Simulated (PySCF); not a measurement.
PbBrI, SMILES [Br][Pb][I] (connectivity only; charge and spin as stated), neutral, multiplicity 1. Atoms are numbered in the order given.

```xyz
3

Pb     0.8458     0.4262     0.0000
Br    -1.1747     2.1450     0.0000
I     -0.5329    -2.0759     0.0000
```
Charge 0, spin multiplicity 1.

Geometry optimised at B3LYP-D3(BJ)/def2-SVP. The def2 effective core potentials stand for the cores of I, Pb; spin–orbit coupling is left out.

Method: PySCF with TDDFT-PBE0/def2-SVPD.

Vertical excitations. Gas-phase values at a fixed geometry. State labels are in the subgroup Cs.

Computed lowest excited states:
```csv
state,symmetry,energy (eV),λ (nm),f,main pairs
S1,A",2.86,434,0.000,HOMO→LUMO 100 %
S2,A",3.12,397,0.002,HOMO−2→LUMO 100 %
S3,A',3.38,366,0.031,HOMO−1→LUMO 94 %
S4,A",3.96,313,0.004,HOMO−4→LUMO 100 %
S5,A',4.08,304,0.010,HOMO−3→LUMO 90 %
S6,A',4.45,278,0.016,HOMO→LUMO+1 90 %
S7,A",4.57,271,0.001,HOMO−5→LUMO 98 %
S8,A",4.60,269,0.001,HOMO−1→LUMO+1 97 %
S9,A',4.84,256,0.034,"HOMO−2→LUMO+1 63 %, HOMO→LUMO+2 29 %"
S10,A',5.03,247,0.021,"HOMO→LUMO+2 46 %, HOMO−2→LUMO+2 38 %, HOMO−2→LUMO+1 9 %"
T1,A",2.66,466,0,"HOMO→LUMO 65 %, HOMO−2→LUMO 31 %"
T2,A',2.84,436,0,HOMO−1→LUMO 98 %
T3,A",2.85,435,0,"HOMO−2→LUMO 64 %, HOMO→LUMO 34 %"
T4,A',3.49,356,0,HOMO−3→LUMO 98 %
```
Triplets are in the Tamm–Dancoff approximation, which puts them higher than full response would, so one can lie above its singlet here.
